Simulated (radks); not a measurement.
Question: All-electron atom: Rb23+ in [Ne] 3s2 3p2. Calculated with a radial shooting solver on a logarithmic mesh with Libxc functionals: Dirac Kohn-Sham, relativistic LDA (MacDonald-Vosko exchange, VWN5 correlation), spin-unpolarised, spherical densities, finite nucleus; open shells fill j = l - 1/2 first; Fermi nuclear charge, rms radius 4.2036 fm.

Spin-orbit splittings of the eigenvalues, e(l+1/2) - e(l-1/2), with zeta = 2 splitting/(2l+1) and mean radii in bohr:

| shell | occ. | splitting (eV) | zeta (eV) | <r> j=l-1/2 | <r> j=l+1/2 |
|---|---|---|---|---|---|
| 2p | 6 | 61.87 | 41.24 | 0.1503 | 0.1542 |
| 3p | 2 | ? | ? | 0.4236 | 0.4296 |

Estimate the 3p splitting.

Answer: 14.15 eV (zeta = 9.433 eV).
